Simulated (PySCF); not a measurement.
C7H8O, triplet (typed; the unrestricted solution is spin-contaminated), geometry from GFN2-xTB (a higher spin typed on purpose: for a closed-shell molecule this is an excited state). Base run: MP2/STO-3G (PySCF).

Input for PySCF:
```python
from pyscf import gto, scf, mp

mol = gto.M(
    atom='''
C    -2.828867    0.113660    0.410846
C    -1.360849    0.081960    0.241030
C    -0.475244    0.683094    1.125001
C     0.881637    0.637305    0.941819
C     1.417819   -0.089798   -0.258129
O     2.759945   -0.146960   -0.458199
C     0.543339   -0.695113   -1.149654
C    -0.812433   -0.642862   -0.956285
H    -3.226517   -0.903884    0.470877
H    -3.119079    0.660908    1.304759
H    -3.302242    0.576733   -0.460133
H    -0.873488    1.204253    1.986210
H     1.578995    1.100023    1.620975
H     3.214788    0.322716    0.251747
H     0.961560   -1.209657   -2.001968
H    -1.505986   -1.104886   -1.634646
''',
    basis='sto-3g',
    charge=0,
    spin=2,
    verbose=3,
)

mf = scf.UHF(mol)
mf.kernel()

pt = mp.MP2(mf, frozen=8)
pt.kernel()
print('E(MP2) = %.10f' % pt.e_tot)
```

Each row names what was changed in the base input (with any setting that the change needs).

| change | basis functions | E (Eh) | MP2 correlation (Eh) | SCF-reference HOMO (eV) | SCF-reference dipole (D) |
|---|---|---|---|---|---|
| base | 48 | -340.56616 | -0.33963 | -4.12 | 1.47 |
| basis = pcseg-0 | 88 | -344.18480 | -0.67453 | -5.80 | 2.17 |
| basis = 3-21G | 88 | -343.23414 | -0.66162 | -5.55 | 2.01 |
| basis = 6-31G | 88 | -345.02268 | -0.65942 | -5.65 | 2.16 |
| basis = def2-SV(P) | 128 | -345.19319 | -0.98005 | -5.73 | 1.84 |
| basis = 6-31G* | 128 | -345.47464 | -0.98187 | -5.52 | 1.81 |

Totals compare only among sets that treat the same electrons; sets with core potentials leave the core out.

Open shells are given as the SCF converged; they aren't shown to be the lowest states, and a large step between rows can be another state.
